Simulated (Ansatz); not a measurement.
Species: sum formula SiN3H5Cl (charge -1, singlet). It need not be the lowest isomer of its formula. Whether it binds its extra electron was not tested at this geometry. 
Coordinates optimised at B3LYP-D3(BJ)/def2-TZVP (Ansatz, an electronic-structure program):
```
Si
N 1 1.6271
H 2 1.0134 1 116.40
N 1 1.7604 2 109.14 3 -171.44
H 4 1.0115 1 114.16 2 -141.06
H 4 1.0130 5 108.47 1 -122.32
N 1 1.7604 2 120.40 3 -42.20
H 7 1.0115 1 115.52 2 166.80
H 7 1.0124 8 109.44 1 -128.70
Cl 1 2.2497 2 119.79 3 73.82
```
Charge -1, spin multiplicity 1.

Basis-set convergence of Hartree-Fock and CCSD(T) correlation energies (hartree) with Ansatz. Cores are frozen in the correlated levels unless marked. No spin-orbit coupling. No relativistic terms. This anion needs diffuse functions, which these sets lack.

| basis | functions | E(HF) | E(corr, CCSD(T)) | rough core time |
|---|---|---|---|---|
| cc-pV(D+d)Z | 113 | -914.83047 | -0.81728 | under 20 s |
| cc-pV(T+d)Z | 238 | … | … | 4 min |

Task: Complete the blanks.

Result: 
- cc-pV(T+d)Z, E(HF): -914.93213
- cc-pV(T+d)Z, E(corr, CCSD(T)): -1.04444
